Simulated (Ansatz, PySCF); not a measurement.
Gas-phase reaction 4 R1 + R2 → 2 P1 + 2 P2, each structure at its B3LYP-D3(BJ)/def2-TZVP stationary point, reached from a drawn start (curvature not checked).
R1: HCl (SMILES Cl), charge 0, multiplicity 1.
P1: Cl2 (SMILES ClCl), charge 0, multiplicity 1.
R2: O2 (SMILES O=O), charge 0, multiplicity 3.
P2: H2O (SMILES O), charge 0, multiplicity 1.

P less R. No zero-point or thermal terms; singlets are restricted closed shells; open shells are unrestricted; no spin–orbit coupling.

Cores are frozen in the correlated methods.

Run with Ansatz (a first-principles code) with Gaussian orbitals; PySCF for the D3/D4 terms. All values are computed, each at the level named.

```tsv
level	reaction energy (kcal/mol)
revPBE/def2-TZVPP	-22.92
revPBE-D4/def2-TZVPP	-25.36
B3LYP/def2-TZVPP	-26.79
B3LYP-D3(BJ)/def2-TZVPP	-28.39
PBE0/def2-TZVPP	-26.76
PBE0-D3(BJ)/def2-TZVPP	-27.47
BHLYP/def2-TZVPP	-24.93
CAM-B3LYP/def2-TZVPP	___
MP2/cc-pV(Q+d)Z	___
```

Task: Some entries are withheld; supply them.

Result: 
- CAM-B3LYP/def2-TZVPP, reaction energy (kcal/mol): -25.72
- MP2/cc-pV(Q+d)Z, reaction energy (kcal/mol): -34.00
